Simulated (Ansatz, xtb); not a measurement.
Molecule: SiCl, charge 1, multiplicity 1. 
Coordinates optimised at B3LYP-D3(BJ)/def2-TZVP (Ansatz, a first-principles code):
```xyz
2

Si     0.0000     0.0000    -1.0778
Cl     0.0000     0.0000     0.8876
```
Charge +1, spin multiplicity 1.

Harmonic wavenumbers from GFN2-xTB (xtb, at its own minimum), cm⁻¹: 680.

Q: Give the harmonic wavenumbers at B3LYP-D3(BJ)/def2-TZVP (Ansatz, finite differences of forces, unscaled).

A: 653 cm⁻¹. Zero-point energy 0.9 kcal/mol.

Q: From these and the geometry, give the ideal-gas thermochemistry at 298.15 K and 1 atm (rigid rotor, harmonic oscillator).

A: Point group C∞v, rotational symmetry number 1. Rotational constants 8.349, 8.349 GHz. S(trans) 38.37, S(rot) 15.13, S(vib) 0.37, S(elec, spin only) 0.00, S 53.9 cal/(mol K). H(298) - H(0) 2.16 kcal/mol; G - E(el) -13.0 kcal/mol.
